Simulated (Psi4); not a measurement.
H₈Ge₃, charge +1, doublet, geometry from GFN2-xTB (a state made from the parent by changing its charge; the spin is typed, not shown lowest). Base run: PBE0/STO-3G (Psi4 1.11).

Geometry (Å):
```xyz
11

Ge     1.7853     0.8906    -0.0096
Ge     0.2052    -1.0651    -0.0989
Ge    -1.9864     0.1530     0.1066
H      3.1414     0.2508    -0.1272
H      1.4596     1.7903    -1.1684
H      1.5764     1.5827     1.3078
H      0.4385    -2.0840     1.0069
H      0.3261    -1.8843    -1.3755
H     -2.0925     1.0956    -1.0590
H     -1.9757     0.8881     1.4172
H     -3.0064    -0.9514     0.0621
```
Charge +1, spin multiplicity 2.
Orbitals are unrestricted.
All else is at Psi4's defaults (density fitting).

The base run was repeated with changes; each row names its change, and settings that it needs were set with it.

```
change                                                             basis functions       E (Eh)
-----------------------------------------------------------------  ---------------  -----------
base                                                                            62  -6163.12730
basis = cc-pVDZ-DK; relativity = spin-free X2C (with scf_type pk)              121  -6299.83477
basis = cc-pVDZ-DK; relativity = none (with scf_type pk)                       121  -6199.06816
```

Total energies compare only within one method and basis.

Open shells are given as the SCF converged; they aren't shown to be the lowest states, and a large step between rows can be another state.

Basis sets contracted for a relativistic Hamiltonian are a mismatch without it, so the rows without relativity aren't non-relativistic limits. No row has spin-orbit coupling; sets with core potentials leave out the core electrons.
